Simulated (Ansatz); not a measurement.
In(H2O)F3 (InOF₃H₂), relaxed as a singlet with RKS PBE0-D4/def2-SVP in Ansatz, starting from the GFN2-xTB geometry. Force threshold 0.02 eV/Å.

In the def2 sets In takes a core potential; there is no spin–orbit coupling.

Start:

Cartesian coordinates in Å:
```
In -0.0663 0.8678 0.4409
O 0.6063 -1.1234 -0.5167
H 0.2065 -1.0399 -1.3954
H 0.0689 -1.7548 -0.0170
F 1.0200 2.2487 1.3021
F -1.0977 -0.3716 1.5723
F -0.7378 1.1732 -1.3863
```

(1) Estimate the energy that the relaxation releases and the steps that it takes.

(2) Does the start keep its bonding and symmetry?

(3) Predict the relaxed structure.

Answers

(1) 4.0 kJ/mol, in 7 steps; 10 s on 4 threads of Arm Neoverse V2 on a shared host. No frequencies were taken in this run, so the end may be a saddle point.

(2) By distances, no bond broke or formed. The bond that changes most is In1–O2, from 2.31 to 2.28 Å (atoms count from 1). Point group Cs at the start, Cs at the end, both within 0.05 Å.

(3) 
| atom | x (Å) | y (Å) | z (Å) |
| --- | --- | --- | --- |
| In1 | -0.173 | 0.875 | 0.435 |
| O2 | 0.663 | -1.042 | -0.461 |
| H3 | 0.312 | -1.004 | -1.366 |
| H4 | 0.137 | -1.716 | -0.001 |
| F5 | 1.154 | 2.058 | 1.210 |
| F6 | -1.221 | -0.346 | 1.553 |
| F7 | -0.872 | 1.176 | -1.370 |
Bond lengths: 3 × F–In 1.94 to 1.96 Å; 1 × In–O 2.28 Å; 2 × H–O 0.97 Å.
